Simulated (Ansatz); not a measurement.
`C[O][Mo](=[O])(=[O])[OH]`. Total charge 0; spin multiplicity 1. Mo takes the def2 core potential.

```xyz
10

C     0.176   -1.820    0.314
O    -0.194   -0.496    0.620
Mo   -0.405    1.066   -0.344
O    -0.372    0.694   -1.980
O    -1.884    1.761    0.041
O     0.992    2.254    0.046
H     1.133   -2.043    0.793
H     0.272   -1.964   -0.766
H    -0.585   -2.499    0.703
H     0.868    3.047    0.573
```

Problem. List the harmonic frequencies (cm⁻¹, unscaled) at PBE0-D4/def2-TZVP in Ansatz. (Estimate.)

Solution. Computed: 46, 81, 116, 222, 238, 250, 292, 298, 361, 622, 641, 743, 1036, 1057, 1140, 1170, 1188, 1473, 1484, 1490, 3034, 3116, 3122, 3893.

Problem. Is this a minimum?

Solution. Yes, all 24 modes are real.

Problem. Give the ideal-gas thermochemistry at 298.15 K and 1 bar (rigid rotor, harmonic oscillator; point group C1, symmetry number 1).

Solution. Zero-point energy 162.2 kJ/mol; H(298) − E = 186.7 kJ/mol; entropy 384.7 J/(mol·K), of which translation 173.3, rotation 115.6, vibration 95.7; G(298) − E = 72.0 kJ/mol. Modes under 100 cm⁻¹ are hindered rotations or soft bends, so the harmonic entropy is rough.

Problem. Rotational constants (cm⁻¹)?

Solution. 0.1229, 0.06315, 0.06042.
